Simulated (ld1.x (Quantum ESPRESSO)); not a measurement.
# C: excitation energies, all-electron against ultrasoft

carbon (C), ultrasoft, made with ld1.x (Quantum ESPRESSO) 7.5 (PBE, scalar-relativistic). Core [He], reference 2s2 2p2. Waves: 2s (bound): rcut 0.80, rcutus 1.05 bohr; 2s channel at 2.5 Ry: rcut 0.80, rcutus 1.05 bohr; 2p (bound): rcut 2.20, rcutus 2.50 bohr; 2p channel at 2.15 Ry: rcut 2.20, rcutus 2.50 bohr; 3d channel at 0.25 Ry: rc 2.15 bohr. Local part: the d channel. Core correction: a·sin(br)/r model core inside 1.05 bohr. Augmentation charge: PSQ, inside the norm-conserving radii.

Energies are relative to the spin-unpolarised reference configuration 2s2 2p2; without spin polarisation the order of configurations can differ from experiment.

(1) Give the all-electron excitation energy and the error of the potential for: 2s2 2p1; 2s2 2p0; 2s1 2p0; 2s1 2p2; 2s1 2p3; 2s0 2p4; 2s2 2p2.3.

Levels in the configuration 2s1 2p0:

```json
{"level": "2s", "all-electron (eV)": "-56.106", "pseudo (eV)": "-56.777"}
```

Results:

(1)

| valence configuration | charge | ΔE all-electron (eV) | error AE − PS (meV) |
| --- | --- | --- | --- |
| 2s2 2p1 | +1 | 10.862 | -135 |
| 2s2 2p0 | +2 | 35.018 | -770 |
| 2s1 2p0 | +3 | 83.212 | -1440 |
| 2s1 2p2 | +1 | 19.615 | +50 |
| 2s1 2p3 | 0 | 8.478 | +36 |
| 2s0 2p4 | 0 | 16.975 | +144 |
| 2s2 2p2.3 | -0.3 | -1.158 | -3.3 |
